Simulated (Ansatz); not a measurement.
`C#[C][Sn]([F])([F])[C]#C` → `[F][Sn][F]` + `C#CC#C` at 298.15 K and 1 bar (stannylene formation by 1,1-elimination).

Isolated molecules relaxed with PBE0-D4/def2-TZVP in Ansatz; ΔE leaves out vibrations. CCSD(T)/CBS is the MP2 limit (def2-TZVPP, def2-QZVPP) plus CCSD(T) − MP2 in def2-TZVPP, frozen cores. This one scheme is used for every species. Elements past krypton have def2 core potentials. For Sn outer-core shells are correlated without core-valence functions, which leaves a few kJ/mol of doubt a bond.

| species | CCSD(T)/CBS energy (Eh) | H − E (kJ/mol) | S (J/(mol·K)) |
| --- | --- | --- | --- |
| `C#[C][Sn]([F])([F])[C]#C` | -566.96254 | 135.5 | 401.3 |
| `[F][Sn][F]` | -413.70076 | 20.6 | 281.9 |
| `C#CC#C` | -153.27209 | 112.9 | 246.6 |

H − E and S are ideal-gas, rigid-rotor, harmonic terms from PBE0-D4/def2-TZVP. 1 Eh = 2625.50 kJ/mol, R = 8.31446 J/(mol·K).

**Question.** By hand: ΔE, ΔH, ΔS and ΔG.

**Answer.** ΔE = (-413.70076) + (-153.27209) − (-566.96254) = -0.01031 Eh = -27.1 kJ/mol. Δ(H − E) = 20.6 + 112.9 − 135.5 = -2.0, so ΔH = -29.1 kJ/mol. ΔS = 281.9 + 246.6 − 401.3 = 127.2 J/(mol·K). ΔG = -29.1 − 298.15 × (127.2)/1000 = -67.0 kJ/mol.

**Question.** By hand: the equilibrium constant, and the temperature at which ΔG would vanish if ΔH and ΔS stayed fixed.

**Answer.** log₁₀ K = −ΔG/(RT ln 10) = 11.7. ΔH and −TΔS have one sign here, so there is no such temperature.

The number of gas molecules changes by +1, which sets the sign of ΔS. A doubt of 5 kJ/mol in ΔE shifts log₁₀ K by 0.9 here. These are equilibria of isolated gas molecules and say nothing of rates. Largest T1 diagnostic: 0.017 (customary marks: 0.02 for closed shells, 0.045 for open ones).
